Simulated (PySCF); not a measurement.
A side-by-side comparison of computed properties.

First species: C₃H₃F₂O₂ (charge +1).
Geometry (PBE0-D3(BJ)/def2-SVP, Å), atoms numbered from 1 in this order:
```xyz
10
C3H3F2O2 angstrom
O      2.1479   -0.6104    1.4331
C      1.5386   -0.1783    0.6070
C      0.7827    0.3865   -0.5409
O     -0.2841   -0.4186   -0.8627
C     -1.3638   -0.3136    0.0099
F     -0.9024   -0.6010    1.2453
F     -1.8110    0.9289    0.0309
H      1.5040    0.4129   -1.3803
H      0.5284    1.4289   -0.2552
H     -2.1300   -1.0317   -0.3126
```

Second species: C2H6GaN.
SMILES: `CC#[N+][GaH3-]`

Levels: PBE0/def2-SVPD for HOMO energy, LUMO energy, HOMO–LUMO gap, static isotropic polarisability and electronic spatial extent ⟨r²⟩ about the centre of nuclear charge; TDDFT PBE0/def2-SVPD for lowest singlet excitation; PBE0-D3(BJ)/def2-SVP for rotational constant A and rotational constant C. Geometries: PBE0-D3(BJ)/def2-SVP. Each structure is a single optimised conformer of the isolated species, non-relativistic unless stated. Electronic properties by PySCF.

The conformers computed, where there is a choice (atom-mapped SMILES and torsion angles):
- `[O+:1]#[C:2][CH2:3][O:4][CH:5]([F:6])[F:7]`: C2–C3–O4–C5 76°, C3–O4–C5–F6 -57°

```tsv
property	column X	column Y
HOMO energy	-15.71 eV	-7.26 eV
LUMO energy	-8.67 eV	-0.56 eV
HOMO–LUMO gap	7.04 eV	6.70 eV
lowest singlet excitation	5.53 eV	5.61 eV
static isotropic polarisability	39.7 au	67.8 au
electronic spatial extent ⟨r²⟩ about the centre of nuclear charge	667 bohr²	833 bohr²
rotational constant A	5.290 GHz	47.488 GHz
rotational constant C	1.662 GHz	1.360 GHz
```

(1) Which column belongs to which species?

(2) How does each property change from the first species to the second?

Answers

(1) Column X is the first species and column Y the second. The first has 10 atoms and 54 electrons, the second 10 and 56; their charges are +1 and 0, their HOMO energies -15.71 eV and -7.26 eV.

(2) HOMO energy +8.45 eV; LUMO energy +8.11 eV; HOMO–LUMO gap -0.34 eV; lowest singlet excitation +0.08 eV; static isotropic polarisability +28.1 au; electronic spatial extent ⟨r²⟩ about the centre of nuclear charge +166 bohr²; rotational constant A +42.198 GHz; rotational constant C -0.302 GHz.

On the first: S1 lies 1.51 eV below the HOMO–LUMO gap; its leading configuration is HOMO→LUMO, weight 0.99. The 6 singlets span 5.53 to 7.11 eV, and their oscillator strengths add up to 0.08.

On the second: The polarisability is 10.04 Å³ as a volume (1 au = 0.148185 Å³), or 1.21 au for each of the 56 electrons. S1 lies 1.09 eV below the HOMO–LUMO gap. Relativistic effects, spin–orbit coupling among them, are left out although an element past zinc is present.
